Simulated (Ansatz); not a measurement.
Total energies of `CCCCCCCCCCCCP(=O)(O)O` from Ansatz at HF/def2-TZVP, gas phase (1 Eh = 27.2114 eV = 2625.5 kJ/mol). The reference geometry is relaxed at PBE-D4/def2-SVP.

| state | geometry | energy (Eh) |
| --- | --- | --- |
| charge 0 singlet | reference | -1035.85745 |
| charge 1 doublet | reference | -1035.51822 |
| charge -1 doublet | reference | -1035.74320 |
| free C atom (triplet) | – | -37.69248 |
| free P atom (quartet) | – | -340.70986 |
| free O atom (triplet) | – | -74.81563 |
| free H atom (doublet) | – | -0.49981 |

Single mean-field runs in def2-TZVP are fitted with def2-universal-jkfit.

Question: Work out the vertical ionisation energy to the doublet.

Answer: E(charge 1 doublet) − E(charge 0 singlet) = -1035.51822 − (-1035.85745) = 0.33923 Eh = 9.23 eV. For comparison, −ε of the highest occupied level is 11.82 eV at this level, 2.59 eV more.

Question: Work out the vertical electron affinity, to the doublet.

Answer: E(charge 0 singlet) − E(charge -1 doublet) = -1035.85745 − (-1035.74320) = -0.11425 Eh = -3.11 eV; negative, so the extra electron isn't bound. The basis lacks diffuse functions, which makes affinities too small.

Question: Give the fundamental gap IE − EA, the Mulliken electronegativity (IE + EA)/2 and the hardness (IE − EA)/2.

Answer: From the values in Eh: IE − EA = 0.33923 − (-0.11425) = 0.45348 Eh = 12.34 eV; (IE + EA)/2 = 3.06 eV; (IE − EA)/2 = 6.17 eV. The HOMO–LUMO gap of the same run is 15.17 eV, 2.83 eV larger than the fundamental gap.

Question: What is the binding energy per atom against free atoms?

Answer: Atoms: 12 × (-37.69248) + 1 × (-340.70986) + 3 × (-74.81563) + 27 × (-0.49981) = -1030.96138 Eh. Binding: -1030.96138 − (-1035.85745) = 4.89607 Eh = 133.23 eV, or 3.10 eV for each of 43 atoms (no zero-point energy, no counterpoise term).

At HF/def2-TZVP the highest occupied level of the charge -1 doublet lies above zero (up to 2.73 eV). By energy differences it is unbound by 3.11 eV (vertical, against the charge 0 singlet, at HF/def2-TZVP) and held by the finite basis.
